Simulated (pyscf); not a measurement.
PySCF, gas phase, ωB97X-D3(BJ)/def2-SVP geometries. Correlated levels are frozen-core, on RHF or UHF. ΔMP2 is the change of the MP2 total energy from the triple- to the quadruple-zeta basis.

Problem. For H₂C=Se (SMILES C=[Se]) + H₂Se (SMILES [SeH2]) → HSe–CH₂–SeH (SMILES [SeH]C[SeH]), a multi-bond step (singlet surface; C–H, H–Se broken, C–Se, C–H, H–Se formed), PBE/def2-TZVP gives ΔE‡ = 44.7 kcal/mol and ΔE = -25.4 kcal/mol (zero: the separated reactants). In which direction and how far do B3LYP-D3(BJ)/def2-TZVP, M06-2X/def2-TZVP, CCSD(T)/def2-TZVPP + ΔMP2(QZVPP) move these?

Solution. B3LYP-D3(BJ): ΔE‡ = 52.6 kcal/mol, ΔE = -25.2 kcal/mol; M06-2X: ΔE‡ = 52.5 kcal/mol, ΔE = -27.7 kcal/mol; CCSD(T): ΔE‡ = 58.4 kcal/mol, ΔE = -24.4 kcal/mol. PBE's barrier lies under all of them, by 7.9 to 13.7 kcal/mol. Its reaction energy lies among theirs. Low barriers are usual for a GGA, whose delocalisation error favours stretched bonds. From the product side, SeH• + •H₂C–SeH lies, by one bond made or cut, 20.7 kcal/mol under this saddle at ωB97M-D3(BJ). HSe–CH₂–SeH lies 15.2 kcal/mol over its isomer H₃C–Se–SeH, and others may lie lower still (electronic energy, ωB97M-D3(BJ)). One saddle was located; it need not be the lowest between these sides. The CCSD(T) − MP2 part came from Ansatz, without density fitting, on the same reference. The frozen core leaves the outer d or s,p core shells of the metals and heavy elements correlated in the MP2 and CC values, and def2-TZVPP describes them poorly, which can shift differences by a few kcal/mol. Elements up to Kr have no core potential and no relativistic terms here.
